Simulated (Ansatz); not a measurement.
A run on C2H10BPSi (`CB(P)C[SiH3]`) with other settings.

```yaml
crystal:
  periodic: [false, false, false]
  atoms:
    - {symbol: C, position_ang: [-1.756814, 0.843303, -0.769351]}
    - {symbol: B, position_ang: [-0.525702, -0.340740, -0.705866]}
    - {symbol: P, position_ang: [0.536611, -1.639645, -2.215139]}
    - {symbol: C, position_ang: [-0.049773, -0.686427, 1.001073]}
    - {symbol: Si, position_ang: [1.356779, 0.799687, 1.799478]}
    - {symbol: H, position_ang: [-1.360226, 1.405906, -1.058026]}
    - {symbol: H, position_ang: [-2.278402, 0.148249, -1.965805]}
    - {symbol: H, position_ang: [-2.403184, 0.326129, -0.469225]}
    - {symbol: H, position_ang: [0.498543, -0.344032, -2.898921]}
    - {symbol: H, position_ang: [1.779629, -1.221592, -1.315882]}
    - {symbol: H, position_ang: [0.621077, -1.627083, 1.008825]}
    - {symbol: H, position_ang: [-0.831468, -0.770362, 1.836893]}
    - {symbol: H, position_ang: [2.344224, 0.340370, 0.818479]}
    - {symbol: H, position_ang: [1.450711, 0.608049, 3.067043]}
    - {symbol: H, position_ang: [0.777979, 1.739655, 1.489077]}
basis:
  gaussian: {orbitals: def2-mTZVPP, fitting: {mean_field: cc-pVTZ-jkfit}}
total_charge: 1
magnetization: {spin_polarized: true, initial_magnetization: 1}
hamiltonian: {xc: {name: wB97X-V}}
output: {forces: true}
```

```sh
$ ansatz run in.yaml --threads 4 --pin off --events-out ev --progress --plain --max-ram 10444MiB
```

Shortened log:

```
Functional definition: wB97X-V
779 factors; integrals over basis functions are off by at most 2.5e-1 eV
779 factors; integrals over basis functions are off by at most 6.0e-7 eV
mean field evaluation 1: about -20044.3853 eV, gradient 4.6e1 eV
mean field evaluation 2: about -20044.0094 eV, gradient 4.5e1 eV
mean field evaluation 4: about -20055.2396 eV, gradient 2.5e0 eV
mean field evaluation 8: about -20055.3590 eV, gradient 2.8e-1 eV
mean field evaluation 16: about -20055.3729 eV, gradient 2.1e-2 eV
mean field evaluation 32: about -20055.3729 eV, gradient 4.1e-5 eV
mean field -20055.37293113 eV, -737.0213611992 hartree, gradient 1.7e-5 eV, S^2 0.764490; 4 other end points of the search recorded, 0 dependent functions left out
reference -20055.37292875 eV, -737.0213611116 hartree; 28, 27 occupied and 133, 134 virtual orbitals, 779 factors
Total energy: -20055.37292875 eV, -737.0213611116 hartree
Atom 0 at    -1.756814     0.843303    -0.769351 Å, force    -5.818271   -27.016425     2.982974 eV/Å
Atom 1 at    -0.525702    -0.340740    -0.705866 Å, force    -1.251763     0.920716     2.243537 eV/Å
Atom 2 at     0.536611    -1.639645    -2.215139 Å, force     0.866899     2.651536     2.864923 eV/Å
Atom 3 at    -0.049773    -0.686427     1.001073 Å, force     1.612312    -1.102837     0.096100 eV/Å
Atom 4 at     1.356779     0.799687     1.799478 Å, force     4.325554   -11.094646    -3.567977 eV/Å
Atom 5 at    -1.360226     1.405906    -1.058026 Å, force    16.708077    28.713603   -12.596151 eV/Å
Atom 6 at    -2.278402     0.148249    -1.965805 Å, force     1.697443     2.056729     2.208792 eV/Å
Atom 7 at    -2.403184     0.326129    -0.469225 Å, force   -10.752123    -5.465365     6.644369 eV/Å
Atom 8 at     0.498543    -0.344032    -2.898921 Å, force     0.221234    -0.703977     0.187271 eV/Å
Atom 9 at     1.779629    -1.221592    -1.315882 Å, force    -1.719438    -0.729482    -1.645988 eV/Å
Atom 10 at     0.621077    -1.627083     1.008825 Å, force    -1.227777     1.212411     0.144643 eV/Å
Atom 11 at    -0.831468    -0.770362     1.836893 Å, force     0.421339    -0.040691    -1.738584 eV/Å
Atom 12 at     2.344224     0.340370     0.818479 Å, force     0.744412     0.275797     0.304211 eV/Å
Atom 13 at     1.450711     0.608049     3.067043 Å, force     0.600742    -1.176293     5.395409 eV/Å
Atom 14 at     0.777979     1.739655     1.489077 Å, force    -6.428641    11.498925    -3.523529 eV/Å
Dipole moment:     0.044399     0.123959     0.091388 e Å
```

Hardware: 4 threads of an Arm Neoverse V2 on a shared host. Wall time 20 s, peak host memory 0.88 GiB.
